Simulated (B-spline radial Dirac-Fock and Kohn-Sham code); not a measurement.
# Binding energies of Eu⁶⁺ at several levels of theory

System: the Eu⁶⁺ ion, [Kr] 4d10 4f5 5s2 5p4.

The density-functional columns are spherical, spin-unpolarised Dirac-Kohn-Sham results without Breit or QED terms: −ε is minus the orbital energy of the initial state and ΔSCF the difference of two total energies. The reference in the last column comes from ΔSCF Dirac-Fock with Breit, self-energy and vacuum polarisation, finite nucleus, configuration average. All numbers are from an atomic code on a B-spline grid, in eV; a selection of levels is shown. The Kohn-Sham columns are given as differences from the reference. For the 1s level of heavy atoms much of the gap between ΔSCF and the reference is the Breit and QED part, -204.8 eV here; for other levels the error of the functional can be larger.

| level | PBE −ε − DF | PBE ΔSCF − DF | LDA −ε − DF | LDA ΔSCF − DF | Dirac-Fock |
| --- | --- | --- | --- | --- | --- |
| K | -214.2 | +239.3 | -260.2 | +191.9 | 48614.9 |
| L1 | -138.4 | -53.7 | -144.6 | -59.6 | 8156.3 |
| L2 | -104.6 | +2.1 | -107.1 | -0.4 | 7716.0 |
| L3 | -112.2 | -15.7 | -114.0 | -17.4 | 7075.6 |
| M1 | -72.2 | -43.6 | -73.9 | -45.2 | 1906.1 |
| M2 | -58.5 | -28.5 | -59.1 | -29.0 | 1716.8 |
| M3 | -57.8 | -29.5 | -58.2 | -29.8 | 1584.0 |
| M4 | -38.4 | -5.8 | -38.2 | -5.5 | 1260.5 |
| M5 | -39.1 | -7.0 | -38.8 | -6.8 | 1232.5 |
| N1 | -35.7 | -21.3 | -36.4 | -22.0 | 469.3 |
| N2 | -28.8 | -14.5 | -29.0 | -14.8 | 394.4 |
| N4 | -16.0 | -2.7 | -16.0 | -2.6 | 240.0 |
| N5 | -16.1 | -2.8 | -16.1 | -2.8 | 234.7 |
| N6,7 | -8.8 | +3.0 | -8.4 | +3.4 | 94.49 |
| O1 | -8.4 | 0.0 | -8.0 | +0.4 | 127.9 |
| O2,3 | -6.1 | +1.5 | -5.8 | +1.9 | 101.5 |

Values without a named source are computed, but for edge energies of neutral atoms, which are taken from tables.
